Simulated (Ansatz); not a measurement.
Calculated with Ansatz (gas phase, PBE0-D4/def2-TZVP geometries, no zero-point term in ΔE). CCSD(T)/CBS is the MP2 limit (def2-TZVPP, def2-QZVPP) plus CCSD(T) − MP2 in def2-TZVPP, frozen cores. This one scheme is used for every species. Functionals use def2-TZVPP. One conformer a species, not always the lowest.

`[SiH3][SiH2]Cl` + `C=CNC` → `CN[SiH]([SiH3])Cl` + `C=C`  (formal exchange of groups at the Si–H bond)

`[SiH3][SiH2]Cl`:

Z-matrix (Å, degrees):
```
Si
Si 1 2.338
H 1 1.486 2 109.6
H 1 1.488 2 109.6 3 119.9
H 1 1.486 2 109.6 3 -120.2
Cl 2 2.065 1 108.7 3 60.2
H 2 1.485 1 111.8 3 -58.6
H 2 1.485 1 111.9 3 179.0
```

`C=CNC`:

```xyz
11

C     0.239   -0.158    1.975
C    -0.007    0.335    0.760
N     0.486   -0.129   -0.437
C    -0.286    0.062   -1.640
H     0.842   -1.047    2.124
H    -0.143    0.343    2.852
H    -0.623    1.226    0.652
H     0.946   -1.024   -0.375
H    -1.198   -0.550   -1.683
H    -0.582    1.111   -1.716
H     0.327   -0.170   -2.512
```

`CN[SiH]([SiH3])Cl`:

```xyz
13

C    -1.645    0.768   -0.556
N    -0.802   -0.302   -1.051
Si    0.383   -1.108   -0.134
Si    1.809    0.402    0.940
Cl   -0.389   -2.300    1.396
H    -2.585    0.407   -0.122
H    -1.117    1.321    0.224
H    -1.883    1.477   -1.353
H    -1.207   -0.806   -1.825
H     1.072   -2.039   -1.061
H     2.838   -0.355    1.700
H     2.484    1.284   -0.050
H     1.042    1.251    1.892
```

`C=C`:

Cartesian coordinates in Å:
```
C -0.124 0.387 -0.522
C 0.124 -0.387 0.522
H -0.904 0.147 -1.236
H 0.443 1.293 -0.707
H 0.904 -0.147 1.236
H -0.443 -1.293 0.707
```

CCSD(T)/CBS gives -98.9 kJ/mol.

**Question.** Another level gave -89.5 kJ/mol. Which?
A. CCSD(T)/def2-TZVPP
B. LDA (SPW92)/def2-TZVPP
C. B2PLYP/def2-TZVPP
D. revPBE-D4/def2-TZVPP

**Answer.** C. B2PLYP -89.5, CCSD(T)/def2-TZVPP -96.3, revPBE-D4 -80.2, LDA (SPW92) -69.7 kJ/mol.

Largest T1 diagnostic among the species: 0.011.

From PBE to PBE0 (25 % exact exchange), in def2-TZVPP and without D4, ΔE moves by −4.9 kJ/mol. In def2-TZVPP, CCSD(T) changes the Hartree–Fock value by −4.2 kJ/mol (the triples alone add +0.3 kJ/mol) and MP2 by −5.9 kJ/mol. Leaving LDA and LC-ωPBE aside and taking each functional with its dispersion term where it has one, the values, not all of them listed here, spread over 16.9 kJ/mol, from BHLYP-D4 to PBE-D4. LDA lies +4.1 kJ/mol from PBE without D4.
